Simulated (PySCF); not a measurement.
AlBi and its ions

UHF-CCSD; PySCF, scalar-relativistic core potentials, basis sets Al def2-SVPD, Bi def2-SVPD with ECP60. Neutral (UHF): triplet (π ↑↑), Re = 2.849 Å, ωe = 229 cm⁻¹, De = 1.27 eV.

AlBi⁺ (ROHF): quartet (σ ↑, π ↑↑), Re = 3.058 Å, ωe = 125 cm⁻¹. The energies at the minima are -455.54997 hartree for AlBi and -455.30929 for AlBi⁺.

Work out the adiabatic ionisation energy, without and with harmonic zero-point energies (1 hartree = 27.2114 eV, 1 eV = 8065.5 cm⁻¹), and the change of the bond length.

At CCSD: 0.24068 hartree = 6.549 eV between the minima; the zero-point term (125.0 − 229.0)/2 cm⁻¹ = -0.006 eV makes it 6.543 eV. Re changes by +20.9 pm against the neutral. The electron leaves a σ orbital, and the longer bond of the ion fits a bonding orbital, or a change in how ionic the bond is.

Correlated steps freeze 9 core orbitals. UHF and ROHF references stand side by side, which adds small steps between rows. Correlated levels converge slowly with the basis: in double zeta they bind strong bonds too weakly, by up to about 1 eV, and carry superposition errors of some tenths. These are scalar-relativistic numbers at best; spin–orbit coupling would shift them, the dissociation energy most. States were picked by a PBE0 search and need not be the measured ground states.

Neutral and ion stand on different kinds of reference determinant, which adds to the error of the difference.
